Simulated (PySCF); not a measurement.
## From computed data to an observable: oscillator strength and radiative lifetime

C3H5ClOSi, SMILES Cl[Si@@H]1C=COC1.

Geometry optimised at r2SCAN-D4/def2-SVP. The structure was generated by enumeration; whether it is a known compound was not checked. Other conformers were not sampled.

PySCF with TDDFT-CAM-B3LYP/def2-SVPD puts the first singlet state with f over 0.02 at 5.92 eV (vertical), with the transition dipole (0.749, 0.685, 0.222) in atomic units.

Find the oscillator strength, the wavelength and the radiative lifetime that this transition would have in vacuum if emission retraced absorption.


|μ|² = 1.0795 au, so |μ| = 2.64 D. ΔE = 5.92/27.211 = 0.2176 hartree. f = (2/3) ΔE |μ|² = 0.157 (the program prints 0.157).
λ = 1239.84/5.92 = 209 nm; ν = 47748 cm⁻¹.
Einstein's coefficient A = 0.6670 ν² f s⁻¹ (ν in cm⁻¹) = 2.4e8 s⁻¹, so τ = 1/A = 4.2 ns. This state is S1. The figure is the radiative limit of this one transition; relaxation, internal conversion, crossing to triplets and a medium change what is measured.
